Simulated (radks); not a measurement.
Values are calculated unless marked as measured or tabulated.
How relativity changes the ionisation of neutral oxygen ([He] 2s2 2p4) to O+ ([He] 2s2 2p3). Spin-unpolarised spherical Kohn-Sham, PBE, point nucleus unless stated (finite: rms radius 2.6991 fm), a radial shooting solver on a logarithmic mesh with Libxc functionals. A level marked "c x" has the speed of light scaled by that factor and shares open shells by 2j + 1; other Dirac levels either fill j = l - 1/2 first or share by 2j + 1.

level	E(O) (hartree)	E(O+) (hartree)	IE (eV)	HOMO	<r> HOMO (bohr)
non-rel.	-74.94519	-74.34108	16.439	2p	1.266
scalar-rel.	-75.00183	-74.39802	16.431	2p	1.266
scalar-rel., finite nucleus	-75.00182	-74.39801	16.431	2p	1.266
Dirac, 2j+1 shares	-75.00184	-74.39802	16.431	2p3/2	1.266
Dirac, low j first	-75.00273	-74.39964	16.411	2p3/2	1.267
Dirac, 2j+1 shares, finite nucleus	-75.00183	-74.39801	16.431	2p3/2	1.266
Dirac, c x 0.75	-75.04603	-74.44245	16.424	2p3/2	1.267
Dirac, c x 1.5	-74.97035	-74.36636	16.435	2p3/2	1.266
Dirac, c x 2	-74.95934	-74.35530	16.437	2p3/2	1.266

NIST Atomic Spectra Database: 13.618 eV (measured). The relativistic part of the total energy of O is -0.05663 hartree (Dirac, 2j+1 shares, finite nucleus), 0.076 % of the non-relativistic value. Spin polarisation and multiplet splitting of open shells are left out at every level.

Beside tabulated values, note that spin-unpolarised runs miss the spin-polarisation part of the exchange energy of open shells.
